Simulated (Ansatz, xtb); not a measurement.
**Two isomers of C4H6OSSi**

Structure X: `C[Si@@H]1C=CC(=S)O1`, a singlet. Structure Y: `[SiH3]Oc1ccsc1`, a singlet. Both are isolated molecules in the gas phase, relaxed with PBE0-D3(BJ)/def2-SVP, each in the lowest conformer that the search found.

X (Å):

```tsv
atom	x (Å)	y (Å)	z (Å)
C	0.2293	0.3003	0.6764
C	-0.6429	-0.7133	-2.2061
C	-0.5102	-2.0346	-2.4374
C	0.6091	-2.7110	-1.7417
O	1.3163	-1.8696	-0.9792
S	0.9454	-4.2990	-1.8806
Si	0.7239	-0.2541	-1.0266
H	-0.5316	-0.3734	1.0969
H	1.1023	0.3078	1.3467
H	-0.1837	1.3210	0.6440
H	1.7806	0.6241	-1.6015
H	-1.4318	-0.1165	-2.6692
H	-1.1502	-2.6409	-3.0834
```

Y (Å):

```json
{"atom": "C", "x (Å)": "0.4271", "y (Å)": "-1.5323", "z (Å)": "-0.3078"}
{"atom": "C", "x (Å)": "-0.5941", "y (Å)": "-1.8291", "z (Å)": "0.6454"}
{"atom": "C", "x (Å)": "-0.6232", "y (Å)": "-3.1567", "z (Å)": "0.9697"}
{"atom": "C", "x (Å)": "1.1455", "y (Å)": "-2.6458", "z (Å)": "-0.6804"}
{"atom": "O", "x (Å)": "0.6081", "y (Å)": "-0.2701", "z (Å)": "-0.7491"}
{"atom": "S", "x (Å)": "0.5767", "y (Å)": "-4.0521", "z (Å)": "0.1300"}
{"atom": "Si", "x (Å)": "1.7576", "y (Å)": "0.2410", "z (Å)": "-1.8620"}
{"atom": "H", "x (Å)": "1.5429", "y (Å)": "1.7032", "z (Å)": "-2.0050"}
{"atom": "H", "x (Å)": "3.1319", "y (Å)": "-0.0497", "z (Å)": "-1.3555"}
{"atom": "H", "x (Å)": "1.5596", "y (Å)": "-0.4577", "z (Å)": "-3.1668"}
{"atom": "H", "x (Å)": "-1.2615", "y (Å)": "-1.0706", "z (Å)": "1.0538"}
{"atom": "H", "x (Å)": "-1.2931", "y (Å)": "-3.6608", "z (Å)": "1.6647"}
{"atom": "H", "x (Å)": "1.9738", "y (Å)": "-2.7113", "z (Å)": "-1.3845"}
```

Quicker runs give these differences E(Y) − E(X): GFN2-xTB −22.4 kcal/mol; HF/STO-3G +9.8 kcal/mol (at GFN2-xTB geometries); r2SCAN-D4/def2-SVP +14.5 kcal/mol (at GFN2-xTB geometries).

Question: Which of the two would you expect CCSD(T)/def2-SVP + ΔMP2/def2-TZVPP electronic energies to favour?

Answer: Structure X; the calculation gives E(Y) − E(X) = +12.9 kcal/mol.

How the difference moves with the method:

| level | geometry | E(Y) − E(X) (kcal/mol) | departure from the last row (kcal/mol) | job, with rough time for the two |
| --- | --- | --- | --- | --- |
| GFN2-xTB | GFN2-xTB | −22.4 | −35.4 | optimisation, 0.21 s |
| HF/STO-3G | GFN2-xTB | +9.8 | −3.1 | single point, 0.4 s |
| r2SCAN-D4/def2-SVP | GFN2-xTB | +14.5 | +1.6 | single point, 3.9 s |
| PBE0-D3(BJ)/def2-SVP | PBE0-D3(BJ)/def2-SVP | +13.2 | +0.3 | optimisation, 35 s |
| HF/def2-SVP | PBE0-D3(BJ)/def2-SVP | +15.3 | +2.4 | part of the CCSD(T) run |
| MP2/def2-SVP | PBE0-D3(BJ)/def2-SVP | +10.3 | −2.6 | part of the CCSD(T) run |
| CCSD(T)/def2-SVP | PBE0-D3(BJ)/def2-SVP | +12.9 | 0.0 | single point |
| CCSD(T)/def2-SVP + ΔMP2/def2-TZVPP | PBE0-D3(BJ)/def2-SVP | +12.9 |  | single point, 58 s |

As drawn, Y has 3 C∷C, 2 C∷S, 2 Si–H in place of 2 C–Si, 1 C=C, 1 C–C, 1 C=S, 2 C–H (∷ is an aromatic bond). Structure X has a 5-membered ring, Y a 5-membered ring (with an aromatic ring).

GFN2-xTB puts the two in the other order. The largest departure from CCSD(T)/def2-SVP + ΔMP2/def2-TZVPP is that of GFN2-xTB, 35.4 kcal/mol. The last row adds to CCSD(T) the change of the MP2 difference between the two basis sets, here 0.0 kcal/mol.

With thermal terms from frequencies at re-optimised GFN2-xTB minima (ideal gas, soft modes damped towards free rotors, one conformer each, 298.15 K, 1 atm): the zero-point term adds −2.8 kcal/mol; ΔH is +9.9 and ΔG +10.4 kcal/mol.

The correlated steps freeze 15 core orbitals. Mirror images aren't counted in ΔG. Codes used: Ansatz 0.2.0, xtb 6.7.1; the last row on 4 threads of Arm Neoverse V1 on a shared host.
